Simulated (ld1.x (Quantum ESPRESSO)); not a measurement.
The numbers below are computed, except where a source is named.
Hardness and transferability of assorted potentials

Generated with ld1.x 7.5 (TM, RRKJ, ultrasoft, PAW), atompaw 4.2 or ONCVPSP 4.0.1. The cutoff is in Ry: for ld1.x and atompaw files where the sum of valence levels is converged to 10 mRy in a Bessel basis, for ONCV files where the hardest occupied wave has 1 mHa per electron of residual kinetic energy. The error is the largest all-electron minus pseudo excitation energy over each file’s own four to seven test configurations (ionisations up to +4, promotions, holes and added fractions of an electron), all of which were solved. The labels leave out finer settings (local radius, basis sizes, second energies), which also bear on the numbers. Spin-polarised tests are not counted. The rows are a selection from randomly drawn settings: files with unsolved tests, undetermined cutoffs or missed reference levels are left out.

A true bound ghost makes a file unfit for plane-wave use even where its test errors are small: the radial tests pick states by their node count and pass the ghost by.

```tsv
element	potential	cutoff (Ry)	largest error (meV)	bound ghosts
Si	TM, revPBE, non-relativistic, rc 1.25/1.60/1.70 (spd), local s, core correction yes, reference 3s2 3p2	50	+67	none
Cl	PAW, LDA (PZ), scalar-relativistic, rc 1.35/1.45/1.30 (spd), local smoothed, core correction yes, reference 3s2 3p5	25	-91	none
Ru	TM, PBE, scalar-relativistic, rc 1.30/1.90/1.35 (spd), local s, core correction no, reference 4s2 4p6 4d5 5s0 5p0	90	+394	none
Rh	RRKJ, PBE, scalar-relativistic, rc 1.75/3.10/1.10/2.75 (spdf), local s, core correction yes, reference 4d7 5s0 5p0	120	-309	none
Cd	TM semilocal, PBE, scalar-relativistic, rc 1.70/1.00/1.65 (spd), local s, core correction yes, reference 4p6 4d10 5s2 5p0	160	-20	none
Re	TM semilocal, LDA (PZ), scalar-relativistic, rc 2.70/3.60/1.80 (spd), local d, core correction no, reference 5d5 6s2 6p0	35	+159	none
```

Fill in the row for C: TM semilocal, LDA (PZ), non-relativistic, rc 1.30/1.40 (sp), local p, core correction yes, reference 2s2 2p2.

cutoff 50 Ry, largest error +160 meV, bound ghosts: none.

Fill in the row for As: RRKJ, PBE, scalar-relativistic, rc 1.20/1.90/2.05 (spd), local s, core correction no, reference 4s2 4p3.

cutoff 70 Ry, largest error +196 meV, bound ghosts: p.
